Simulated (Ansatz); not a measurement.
`F[BH][GaH][F]` + `BN[SiH3]` → `B[NH][GaH][F]` + `FB[SiH3]` at 500 K and 1 bar (redistribution).

Computed with Ansatz on PBE0-D4/def2-TZVP structures; ΔE is electronic, products minus reactants. CCSD(T)/CBS is the MP2 limit (def2-TZVPP, def2-QZVPP) plus CCSD(T) − MP2 in def2-TZVPP, frozen cores. For Ga outer-core shells are correlated without core-valence functions, which leaves a few kJ/mol of doubt a bond. Scalar relativity is left out up to krypton. One conformer a species, not always the lowest.

```json
{"species": "`F[BH][GaH][F]`", "CCSD(T)/CBS energy (Eh)": "-2149.58538", "H − E (kJ/mol)": "97.8", "S (J/(mol·K))": "376.3"}
{"species": "`BN[SiH3]`", "CCSD(T)/CBS energy (Eh)": "-372.22946", "H − E (kJ/mol)": "202.1", "S (J/(mol·K))": "342.4"}
{"species": "`B[NH][GaH][F]`", "CCSD(T)/CBS energy (Eh)": "-2105.72573", "H − E (kJ/mol)": "162.7", "S (J/(mol·K))": "377.5"}
{"species": "`FB[SiH3]`", "CCSD(T)/CBS energy (Eh)": "-416.08982", "H − E (kJ/mol)": "135.7", "S (J/(mol·K))": "341.8"}
```

H − E and S are ideal-gas, rigid-rotor, harmonic terms from PBE0-D4/def2-TZVP, for one conformer and one mirror image of each species. 1 Eh = 2625.50 kJ/mol, R = 8.31446 J/(mol·K).

**Question.** By hand: ΔE, ΔH, ΔS and ΔG.

**Answer.** ΔE = (-2105.72573) + (-416.08982) − (-2149.58538) − (-372.22946) = -0.00071 Eh = -1.9 kJ/mol. Δ(H − E) = 162.7 + 135.7 − 97.8 − 202.1 = -1.5, so ΔH = -3.4 kJ/mol. ΔS = 377.5 + 341.8 − 376.3 − 342.4 = 0.6 J/(mol·K). ΔG = -3.4 − 500 × (0.6)/1000 = -3.7 kJ/mol.

**Question.** By hand: the equilibrium constant, and the temperature at which ΔG would vanish if ΔH and ΔS stayed fixed.

**Answer.** log₁₀ K = −ΔG/(RT ln 10) = 0.4. ΔH and −TΔS have one sign here, so there is no such temperature. One of them is within its doubt of zero, so this could turn.

The number of gas molecules stays the same, so ΔS is small and ΔH decides. The sign of ΔG lies within the doubt. A doubt of 5 kJ/mol in ΔE shifts log₁₀ K by 0.5 here. Other conformers and mirror images would add mixing entropy, several J/(mol·K) or more a flexible species. Modes under 60 cm⁻¹, often nearly free rotors, make the harmonic entropy too high. These are equilibria of isolated gas molecules and say nothing of rates. Largest T1 diagnostic: 0.015 (customary marks: 0.02 for closed shells, 0.045 for open ones).
